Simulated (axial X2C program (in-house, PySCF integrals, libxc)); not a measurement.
# PSe⁺: from Re and ωe to a spectrum

A bond curve at the PBE0 level, 2c in a model world with the speed of light multiplied by 2, was computed with an in-house relativistic program for diatomic molecules (basis Se dyall-v3z [8s9p5d1f], P dyall-v3z [8s7p2d1f] (cores contracted in-house)) for the state Ω = 0 (closed shell). Its fit gives Re = 1.9558 Å, ωe = 680.7 cm⁻¹, ωexe = 1.61 cm⁻¹ and αe = 6.764e-04 cm⁻¹; the masses are 79.9165 and 30.9738 u. Two-component means X2C with spin–orbit coupling and atomic mean-field Coulomb and Gaunt terms.

Question: Find the reduced mass, Be and the force constant.

Answer: From the PBE0 values: μ = 22.3222 u. Be = 16.8576/(μ Re²) = 0.1974 cm⁻¹. k = 5.8918×10⁻⁷ μ ωe² = 6.09 mdyn/Å.

Question: A Morse curve ties αe to the other constants (Pekeris). How well does that hold?

Answer: αe(Morse) = 6Be²/ωe × (√(ωexe/Be) − 1) = 6.376e-04 cm⁻¹; the PBE0 curve gives 6.764e-04 cm⁻¹, a ratio of 0.94.

Question: Give B0, the J = 1←0 line in GHz and the most populated J at 300 K (kT = 208.5 cm⁻¹).

Answer: B0 = Be − αe/2 = 0.1971 cm⁻¹; 2B0 = 11.82 GHz; J(max) ≈ √(kT/2B0) − 1/2 = 22.5, so J = 22.

Question: Estimate the centrifugal constant by the Kratzer relation.

Answer: D = 4Be³/ωe² = 6.64e-08 cm⁻¹.

Question: Where do the fundamental and the first overtone lie?

Answer: ν(1←0) = ωe − 2ωexe = 677.5 cm⁻¹; ν(2←0) = 2ωe − 6ωexe = 1351.7 cm⁻¹.

Occupations by symmetry block were frozen at the best pattern of an incomplete PBE0 search.
